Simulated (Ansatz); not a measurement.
A search over several starts for the lowest SCF solution of SiSn₂⁻ at the given spin, in a small basis.

```yaml
crystal:
  periodic: [false, false, false]
  atoms:
    - {symbol: Si, position_ang: [1.255996, -0.480318, 0.187085]}
    - {symbol: Sn, position_ang: [-1.095560, -1.158463, -0.542584]}
    - {symbol: Sn, position_ang: [-0.160435, 1.638771, 0.355499]}
basis:
  gaussian: {orbitals: def2-SVP, initial_orbitals: start.molden}
total_charge: -1
magnetization: {spin_polarized: true, initial_magnetization: 3}
hamiltonian: {xc: pbe0, dispersion: d4}
output: {orbitals: {seedname: orbitals}}
```

The file start.molden holds the orbitals of an earlier run on this structure, at another level or in another basis.

```sh
$ ansatz run in.yaml --threads 4 --pin off --events-out ev --progress --plain --max-ram 3916MiB
```

It prints (some lines left out):

```
Functional definition: PBE0
850 factors; integrals over basis functions are off by at most 3.2e-4 eV
mean field evaluation 1: about -19534.8342 eV, gradient 3.4e1 eV
mean field evaluation 2: about -19535.1979 eV, gradient 5.0e-1 eV
mean field evaluation 4: about -19535.2021 eV, gradient 2.3e-2 eV
mean field evaluation 8: about -19535.2021 eV, gradient 2.6e-5 eV
mean field evaluation 16: about -19535.0900 eV, gradient 3.1e0 eV
mean field evaluation 32: about -19535.2021 eV, gradient 1.1e-4 eV
mean field evaluation 64: about -19535.1101 eV, gradient 5.5e-1 eV
mean field -19535.20212718 eV, -717.9054367381 hartree, gradient 2.8e-6 eV, S^2 3.845824; 9 other end points of the search recorded, 0 dependent functions left out
reference -19535.20214906 eV, -717.9054375422 hartree; 31, 28 occupied and 39, 42 virtual orbitals, 850 factors
Total energy: -19535.34755474 eV, -717.9107811025 hartree
```

Run time 2.3 s (4 threads of Intel Xeon 6975P-C on a shared host).

In the def2 sets Sn takes a core potential; there is no spin–orbit coupling. The highest occupied level of the charge -1 quartet lies above zero (up to 0.49 eV). The electron is either unbound and held by the finite basis, or the level is raised by self-interaction error. At PBE0-D4/def2-TZVPD a doublet of charge -1 lies 1.25 eV below the quartet, each at its own geometry. The structure comes from a short search, and lower isomers may exist.
